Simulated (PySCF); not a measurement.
ClFHInO. Atoms are numbered in the order given.

```xyz
5

In     0.0022    -0.2449     0.0000
F      1.7806    -1.0691     0.0000
Cl    -0.1188     2.0815     0.0000
O     -1.5984    -1.4262     0.0000
H     -1.3270    -2.3573     0.0000
```
Charge 0, spin multiplicity 1.

Geometry: B3LYP-D3(BJ)/def2-SVP. The def2 effective core potentials stand for the cores of In; spin–orbit coupling is left out. The values are those of a single conformer.

Calculation: B3LYP/def2-TZVPD in PySCF.

Symmetry labels are those of the subgroup Cs that the program uses (full group Cs).

Problem. List the valence orbital energies around the gap with their symmetry. (Estimate from the structure and the level; the computed values follow.)

Solution. 
| orbital | symmetry | energy (eV) |
|---|---|---|
| HOMO−7 | A' | -12.33 |
| HOMO−6 | A' | -10.91 |
| HOMO−5 | A" | -10.71 |
| HOMO−4 | A' | -10.44 |
| HOMO−3 | A' | -9.83 |
| HOMO−2 | A" | -9.50 |
| HOMO−1 | A' | -9.21 |
| HOMO | A" | -9.19 |
| LUMO | A' | -3.39 |
| LUMO+1 | A" | -1.73 |
| LUMO+2 | A' | -0.27 |
| LUMO+3 | A' | 0.22 |
